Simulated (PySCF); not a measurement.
Species: C7H8P2.
Geometry (PBE0-D3(BJ)/def2-SVP, Å), atoms numbered from 1 in this order:
```
atom  x, y, z in Å
C1    -3.117    1.336    0.574
C2    -1.799    1.486    0.380
C3    -0.779    0.432    0.285
C4    -1.119   -0.921    0.422
C5    -0.258   -2.003    0.333
P6     1.455   -2.024    0.044
C7     1.878   -0.342   -0.097
C8     3.345   -0.041   -0.313
P9     0.836    1.046   -0.015
H10   -3.594    0.359    0.685
H11   -3.773    2.209    0.626
H12   -1.412    2.507    0.275
H13   -2.173   -1.152    0.612
H14   -0.706   -2.997    0.454
H15    3.493    0.937   -0.797
H16    3.882   -0.014    0.650
H17    3.830   -0.809   -0.934
```

Mayer bond orders were computed from the PBE0/pcSseg-1 density (PySCF). Geometry: PBE0-D3(BJ)/def2-SVP, one conformer, isolated molecule.

Question: Rank these bonds by Mayer order, highest first.
A. C2–C3
B. C7–C8
C. C1–C2
D. C3–C4
E. C7–P9
F. C4–C5

Answer: C (1.92), F (1.51), D (1.36), E (1.30), A (1.11), B (1.03).

Q: Set the orders of all bonds between heavy atoms beside their lengths and the difference of the Mulliken charges at their ends.

A: 
```json
{"bond": "C1–C2", "Mayer order": "1.919", "length (Å)": "1.341", "q(first) − q(second) (e)": "0.000"}
{"bond": "C4–C5", "Mayer order": "1.514", "length (Å)": "1.386", "q(first) − q(second) (e)": "+0.337"}
{"bond": "C3–C4", "Mayer order": "1.363", "length (Å)": "1.402", "q(first) − q(second) (e)": "-0.423"}
{"bond": "C7–P9", "Mayer order": "1.297", "length (Å)": "1.738", "q(first) − q(second) (e)": "-1.340"}
{"bond": "C5–P6", "Mayer order": "1.287", "length (Å)": "1.737", "q(first) − q(second) (e)": "-0.868"}
{"bond": "P6–C7", "Mayer order": "1.282", "length (Å)": "1.741", "q(first) − q(second) (e)": "+1.291"}
{"bond": "P9–C3", "Mayer order": "1.257", "length (Å)": "1.754", "q(first) − q(second) (e)": "+1.003"}
{"bond": "C2–C3", "Mayer order": "1.112", "length (Å)": "1.469", "q(first) − q(second) (e)": "+0.323"}
{"bond": "C7–C8", "Mayer order": "1.032", "length (Å)": "1.512", "q(first) − q(second) (e)": "-0.615"}
```

Mayer orders depend on the basis set.

The run behind these numbers computed NMR shieldings as well. Time: 56 s wall (grids of density and orbitals included); peak memory 0.96 GiB. Hardware: one thread of an Arm Neoverse V1, shared host with 32 logical CPUs at a one-minute load of 29.
